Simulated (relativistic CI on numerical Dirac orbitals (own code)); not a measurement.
**Hyperfine structure of Ga IV, mass number 69**

Method of calculation: Dirac-Coulomb-Breit CI, separate exchange-only KLI orbitals for each configuration, QED by a radiative potential, valence Slater integrals scaled by 0.85, P86 correlation energy added to each configuration (own radial code, finite nucleus).

Configuration list (outside the closed core [Ar]): 3d10, 3d9 4s, 3d9 4p, 3d9 4d, 3d9 5s, 3d8 4s2, 3d9 5p, 3d9 4f, 3d9 5d, 3d8 4s 4p, 3d9 5f, 3d9 5g, 3d8 4p2, 3d8 4s 4d. Levels of other configurations are missing.

Nuclear spin I = 3/2, μ = 2.01502 μN, Q = 0.171 b (tables of Stone and Pyykkö). The electronic factors are computed for point nuclear moments, without core polarisation; leaving it out makes A of s and p electrons in near-neutral atoms 20 to 40 % too small, and it can dominate for d and f shells.

```
       Level  E (cm⁻¹)  A (MHz)  B (MHz)
 3d9 4s 3D_3  145241.5     3894     -285
 3d9 4s 3D_2  146641.9    145.1     -164
 3d9 4s 3D_1  148719.6    -1187     -103
 3d9 4s 1D_2  151482.3     4590     -269
3d9 4p 3P°_2  219288.6    660.8     -105
3d9 4p 3P°_1  222218.6     1341     26.2
3d9 4p 3F°_3  222529.0     1564     -175
3d9 4p 3F°_4  223600.3    955.6     -119
```

Levels with J = 0, under 50 % of one LS term, or S terms without an open s electron are left out. Small factors come from cancelling terms and can be off by tens of per cent or more.

Correlation outside the listed configurations is missing or only estimated: errors of thousands of cm⁻¹ between configurations and terms are usual at this charge. Rates and lifetimes follow the computed energies and can be off by large factors. The fine structure of a lone outer electron comes out too small, for d and f at times inverted, and misplaced configurations move strength between like terms. 51 of the 69 excited levels that our extract of the measured tables holds in this range could be paired (the sources list more); they are missed by 7813 cm⁻¹ on average and 11052 at most, and levels without a partner can miss by more.

(1) Give the hyperfine levels of 3d9 4s 3D_3 relative to its centre of gravity.

Answers

(1) With K = F(F + 1) − I(I + 1) − J(J + 1), E = AK/2 + B[¾K(K + 1) − I(I + 1)J(J + 1)]/[2I(2I − 1)J(2J − 1)]: F = 3/2: -23540, F = 5/2: -13590, F = 7/2: 142.7, F = 9/2: 17450 MHz.

LS names give the leading component of a level, which can be under half, so a name can repeat, a term be missing and a line seem to break the LS rules.
